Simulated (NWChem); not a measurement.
# CF2, singlet; SMILES F[C]F

```xyz
3

F      1.0237     0.0000    -0.1971
C      0.0000     0.0000     0.5910
F     -1.0237     0.0000    -0.1971
```
Atoms are numbered in this order, from 1.

Level: PBE0/def2-SVP (NWChem), optimised geometry, unscaled harmonic frequencies. Low-valent species are run as closed-shell singlets; no triplet was tried in these runs.

| frequency (cm⁻¹) | IR intensity (km/mol) |
|---|---|
| 696 | 5.4 |
| 1226 | 354.0 |
| 1302 | 119.5 |

| Quantity | Value |
|---|---|
| zero-point energy | 4.6 kcal/mol |
| thermal correction to the enthalpy at 298.15 K (with zero-point energy) | 7.1 kcal/mol |
| heat capacity Cv | 7.1 cal/(mol K) |
| entropy at 298.15 K and 1 atm (symmetry number 2) | 57.4 cal/(mol K) |
| dipole moment | 0.80 D |

Rigid rotor and harmonic oscillator.
